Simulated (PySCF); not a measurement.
Gas-phase reaction: 2 SnCl4 + H2 = 2 SnHCl3 + Cl2

Energies from PySCF, thermal terms from the rigid-rotor harmonic-oscillator model, ideal gas at 1 bar. † marks an energy on the PBE0/def2-TZVP geometry and frequencies. MP2 freezes the core. All species are closed-shell singlets. Sn: scalar-relativistic def2 core potential, no spin-orbit coupling. SnHCl3: computed as isolated molecules; such fragments, hydroxides, amides, oligomers or adducts are transient or little studied in the gas. MP2 isn't extrapolated to the basis-set limit; its ΔH°(298 K) is 340.3 kJ in def2-SVP and 327.3 kJ in def2-TZVPP. The harmonic model lacks anharmonicity and excited electronic states, which grow with temperature; levels with a mode under 35 cm⁻¹ are left out. Soft modes under 120 cm⁻¹ make the harmonic entropy rough for SnCl4, SnHCl3.

ΔH° and ΔS° at 298 K: MP2/def2-SVP† 340 kJ, 48 J/K; MP2/def2-TZVPP† 327 kJ, 48 J/K; PBE/def2-TZVP† 282 kJ, 48 J/K; PBE0/def2-QZVP† 288 kJ, 48 J/K; r2SCAN/def2-TZVP† 309 kJ, 48 J/K.

Problem. With the heat capacities included, give log10 K (1 bar) at 600, 1200, 1400, 1800, 2000 K from MP2/def2-SVP†, MP2/def2-TZVPP†, PBE/def2-TZVP†, PBE0/def2-QZVP†, r2SCAN/def2-TZVP†.

Solution. 
```csv
T (K),MP2/def2-SVP†,MP2/def2-TZVPP†,PBE/def2-TZVP†,PBE0/def2-QZVP†,r2SCAN/def2-TZVP†
600,-27.3,-26.2,-22.2,-22.8,-24.6
1200,-12.7,-12.2,-10.2,-10.5,-11.4
1400,-10.7,-10.2,-8.5,-8.7,-9.5
1800,-7.9,-7.5,-6.2,-6.4,-7.0
2000,-6.9,-6.6,-5.4,-5.6,-6.1
```
